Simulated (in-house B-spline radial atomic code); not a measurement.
# Sc2+: [Ar] 5f1 (an excited or competing configuration)

All numbers are computed (Dirac-Hartree-Fock, average of configuration; Fermi nucleus of rms radius 3.5459 fm) with an all-electron radial atomic-structure program (B-spline basis), not measured.

Screening seen three ways: the hydrogenic charge with the same mean radius, Z_r = [3n² - l(l+1)]/(2<r>), the one with the same energy, Z_e = n√(-2ε), and Slater's rules. Values are occupation-weighted means over j.

```csv
shell,electrons,ε (eV),<r> (bohr),Z_r,Z_e,Slater
1s,2,-4570.3,0.07298,20.55,18.33,20.70
2s,2,-554.01,0.3405,17.62,12.76,16.85
2p,6,-456.61,0.306,16.34,11.59,16.85
3s,2,-98.444,1.057,12.78,8.07,9.75
3p,6,-70.313,1.135,11.02,6.82,9.75
5f,1,-4.9273,10.39,3.03,3.01,3.00
```

The least bound orbital is 5f5/2 at -4.927 eV, and it is also the most diffuse (<r> = 10.39 bohr).

Spin-orbit splittings of the orbital energies (j = l + 1/2 above j = l - 1/2 when positive): 2p 4.753 eV, 3p 0.5779 eV, 5f -6.948e-05 eV.

For the 1s electron the small component carries 0.565 % of the norm, the zero-frequency Breit interaction raises the level by 4.222 eV, self-energy by 1.975 eV, and vacuum polarisation lowers it by 0.1497 eV.
